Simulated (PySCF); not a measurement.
An unknown is described by computed data only.

Formula: C6H9N2; charge +1.

| Quantity | Value |
| --- | --- |
| Couplings | largest of the computed one-bond spin–spin couplings (means over like bonds): 13C–1H +210.6, 13C–1H +204.5, 13C–1H +202.4, 13C–1H +154.6 (×3), 13C–1H +140.2 (×3), 13C–13C +60.6, 13C–13C +59.9, 13C–13C +54.5 Hz [B3LYP/pcJ-1, spin–dipole term left out] |
| 13C NMR | chemical shifts (computed TMS as zero) by class: 175.6 (1 C), 158.7 (1 C), 137.8 (1 C), 134.9 (1 C), 50.2 (1 C), 25.8 (1 C) ppm [GIAO PBE0/pcSseg-1] |
| UV, first state | lowest singlet excitation: 3.88 eV (320 nm, f = 0.002) [TDDFT CAM-B3LYP/def2-SVPD] |
| 1H NMR | chemical shifts (computed TMS as zero) by class: 9.85 (1 H), 7.99 (1 H), 7.88 (1 H), 4.42 (3 H), 3.35 (3 H) ppm [GIAO PBE0/pcSseg-1] |
| Rotational structure | rotational constants A, B, C: 3.882, 1.820, 1.259 GHz [PBE0-D3(BJ)/def2-SVP] |
| UV, strongest line | among the 10 lowest singlet transitions: S5 at 7.16 eV (173 nm, f = 0.484) [TDDFT CAM-B3LYP/def2-SVPD] |

The electronic properties come from PySCF, for the isolated species, density fitting. Levels stand in brackets. Geometry: PBE0-D3(BJ)/def2-SVP; no solvent, vibrations or thermal averaging. Each NMR value is the plain mean over a class of atoms that symmetry, rotation or inversion makes alike.

**Question.** Propose a structure and show how it fits.

**Answer.** Numbering: `[CH3:1][c:2]1[cH:3][n+:4]([CH3:5])[cH:6][cH:7][n:8]1`. 6 carbons fall into 6 classes; from least to most shielded: substituted aromatic carbon [C2] (175.6 ppm), aromatic CH next to a ring nitrogen [C7] (158.7 ppm), aromatic CH next to a ring nitrogen [C3] (137.8 ppm), aromatic CH next to a ring nitrogen [C6] (134.9 ppm), N-methyl carbon [C5] (50.2 ppm), benzylic-type carbon [C1] (25.8 ppm). Hydrogen classes from least to most shielded: 1 H on an aromatic CH next to a ring nitrogen, C7 (9.85 ppm), 1 H on an aromatic CH next to a ring nitrogen, C6 (7.99 ppm), 1 H on an aromatic CH next to a ring nitrogen, C3 (7.88 ppm), 3 H on an N-methyl carbon, C5 (4.42 ppm, a mean of values up to 0.6 ppm apart in this geometry), 3 H on a benzylic-type carbon, C1 (3.35 ppm, a mean of values up to 0.8 ppm apart in this geometry). The couplings run between: +210.6 Hz, aromatic CH next to a ring nitrogen [C7] and its hydrogen; +204.5 Hz, aromatic CH next to a ring nitrogen [C6] and its hydrogen; +202.4 Hz, aromatic CH next to a ring nitrogen [C3] and its hydrogen; +154.6 Hz, N-methyl carbon [C5] and its hydrogen (with 2 like pairs); +140.2 Hz, benzylic-type carbon [C1] and its hydrogen (with 2 like pairs); +60.6 Hz, aromatic CH next to a ring nitrogen [C6] and aromatic CH next to a ring nitrogen [C7]; +59.9 Hz, substituted aromatic carbon [C2] and aromatic CH next to a ring nitrogen [C3]; +54.5 Hz, benzylic-type carbon [C1] and substituted aromatic carbon [C2]. By its constants the optimised geometry is an asymmetric top. Structure: `Cc1c[n+](C)ccn1`. The assignments are read from this structure; whether some other isomer fits the data as well wasn't checked.
